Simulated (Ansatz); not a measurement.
Consider the redistribution: `[CH3][Al]([NH2])[SH]` + `N=[C](F)[AlH2]` → `[CH3][Al]([NH2])[C](=N)F` + `[AlH2][SH]`.

Computed with Ansatz on PBE0-D4/def2-TZVP structures; ΔE is electronic, products minus reactants. CCSD(T)/CBS is the MP2 limit (def2-TZVPP, def2-QZVPP) plus CCSD(T) − MP2 in def2-TZVPP, frozen cores. This one scheme is used for every species. Functionals use def2-TZVPP. HSE06 is defined as in plane-wave codes. Each species was taken in one conformer, which may not be the lowest.

**Question.** Is it downhill or uphill in electronic energy at CCSD(T)/CBS, and by how much? (An estimate is asked.)

**Answer.** The calculation gave: Downhill: ΔE = -0.21 eV.

**Question.** What do these levels give: PBE-D4, revPBE-D4, BLYP-D4, r2SCAN-D4, HSE06-D4, ωB97X-V, HSE06, BHLYP, CAM-B3LYP, HF/def2-SVP, HF/def2-QZVPP, MP2/CBS(def2)? (Estimate.)

**Answer.** Ansatz gave: PBE-D4 -0.25, revPBE-D4 -0.24, BLYP-D4 -0.26, r2SCAN-D4 -0.25, HSE06-D4 -0.23, ωB97X-V -0.23, HSE06 -0.23, BHLYP -0.22, CAM-B3LYP -0.24, HF/def2-SVP -0.27, HF/def2-QZVPP -0.19, MP2/CBS(def2) -0.20 eV.

Largest T1 diagnostic among the species: 0.014.

Leaving LDA and LC-ωPBE aside and taking each functional with its dispersion term where it has one, the values, not all of them listed here, spread over 0.05 eV, from BLYP-D4 to PBE-QIDH. From BLYP to BHLYP (50 % exact exchange), in def2-TZVPP and without D4, ΔE moves by +0.04 eV.
